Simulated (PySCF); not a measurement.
NMR data simulated for an unnamed compound:

1H NMR (400 MHz, computed): δ 5.28 (m, 1H), 5.27 (m, 1H), 4.10 (s, 9H), 1.96 (s, 3H).

13C{1H} NMR (computed): δ 154.2 (C), 121.3 (CH2), 26.7 (CH3), 1.2 (C).

Single conformer, no relativistic terms, one averaged value for each set of equivalent atoms, in vacuum. GIAO PBE0/pcSseg-1 shieldings; PBE0-D3(BJ)/def2-SVP structure; PySCF 2.14.0 with density-fitted response routines.

References, each an isolated molecule treated in the same way: TMS for 1H and 13C.

**Question.** Which of these does the molecule contain: a Si–H bond, an amide, a carboxylic acid, a non-aromatic C=C double bond, an OH group?

**Answer.** 
- A Si–H bond: yes (δH 4.10 (s)).
- An amide: no.
- A carboxylic acid: no.
- A non-aromatic C=C double bond: yes.
- An OH group: no.

The data belong to `C=C(C)C([SiH3])([SiH3])[SiH3]`, C₄H₁₄Si₃; they needn't prove each group on their own.

Carbon signals by region: 2 in the sp2 and nitrile region (100–160 ppm), 2 below 50 ppm.

Shifts are as computed. Against solution values, carbons near 30 ppm lie about +2 ppm off and those near 130 ppm about +5 ppm. Of 1211 compounds with measured shifts, 218 miss one by over three times the rms of a fit or turn the order of signals round; such compounds aren't used in these exercises. Multiplicities follow the n + 1 count of equivalent neighbours, as no J values were calculated; m marks all less simple cases, F and P coupling included.
